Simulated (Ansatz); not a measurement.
Geometry optimisation, RKS B3LYP-D4/6-31G in Ansatz.

Input:

```yaml
crystal:
  periodic: [false, false, false]
  atoms:
    - { symbol: Si, position_ang: [1.130867, 0.933585, -0.981837] }
    - { symbol: F, position_ang: [1.010631, -0.591845, -0.252665] }
    - { symbol: H, position_ang: [2.575374, 1.267892, -0.724754] }
    - { symbol: H, position_ang: [0.223052, 2.027301, -0.596013] }
    - { symbol: O, position_ang: [0.790474, 0.70184, -2.645818] }
    - { symbol: H, position_ang: [-1.28927, -0.283423, 1.207604] }
    - { symbol: "N", position_ang: [-1.283851, 0.711286, 0.989449] }
    - { symbol: H, position_ang: [-0.278563, -2.146971, 0.548817] }
    - { symbol: O, position_ang: [-0.733196, -2.475872, 1.346073] }
    - { symbol: H, position_ang: [1.182887, 0.012676, -3.206801] }
    - { symbol: H, position_ang: [-1.161622, 1.300356, 1.806338] }
    - { symbol: H, position_ang: [-2.077544, 0.998721, 0.428269] }
    - { symbol: H, position_ang: [-0.089139, -2.455348, 2.081338] }
basis:
  gaussian: { orbitals: "6-31G" }
hamiltonian:
  xc: b3lyp
  dispersion: d4
relax:
  f_tol: 0.03
  max_steps: 50
output:
  orbitals: {}
```

Command:

```bash
$ ansatz run input.yaml --threads 1 --pin off --max-ram 2048MiB --backend cpu --events-out ev --progress --plain --runs-dir out
```

Task: Where does it end, and by what steps?

Result: The forces met the threshold. Limits of this set-up: no polarisation functions. After 37 steps the energy has fallen by 0.710 eV; H3 moved furthest, 1.45 Å. Joined: Si1–N7.

```
step  energy less start (eV)  largest force component (eV/Å)  accepted
   0                  0.0000                           0.478       yes
   2                 -0.0946                           0.904       yes
   4                 -0.1251                           0.240       yes
   6                 -0.1351                           0.122       yes
   8                 -0.1401                           0.078       yes
  10                 -0.1450                           0.195       yes
  12                 -0.1697                           0.356       yes
  14                 -0.2658                           0.370       yes
  16                 -0.4216                           0.378       yes
  18                 -0.5868                           0.266       yes
  20                 -0.6360                           0.271       yes
  22                 -0.6594                           0.106       yes
  24                 -0.6620                           0.063       yes
  26                 -0.6601                           0.477        no
  28                 -0.6732                           0.148       yes
  30                 -0.6839                           0.334       yes
  32                 -0.6906                           0.213        no
  34                 -0.7054                           0.134       yes
  36                 -0.7092                           0.034       yes
  37                 -0.7096                           0.013       yes
```

```xyz
13
Properties=species:S:1:pos:R:3
Si 0.448 0.774 -0.857
F -0.197 -0.864 -0.975
H 1.519 0.881 0.194
H -0.358 1.959 -1.273
O 1.348 0.668 -2.357
H -0.706 -0.123 1.383
N -0.907 0.746 0.855
H -0.299 -1.846 0.437
O -0.367 -1.880 1.422
H 1.887 -0.109 -2.581
H -0.777 1.577 1.430
H -1.868 0.712 0.516
H 0.278 -2.495 1.807
```

The run took 4.4 min on 1 thread of Intel(R) Xeon(R) Platinum 8259CL CPU @ 2.50GHz (Skylake/Cascade Lake) (shared host), peak memory 0.19 GiB.
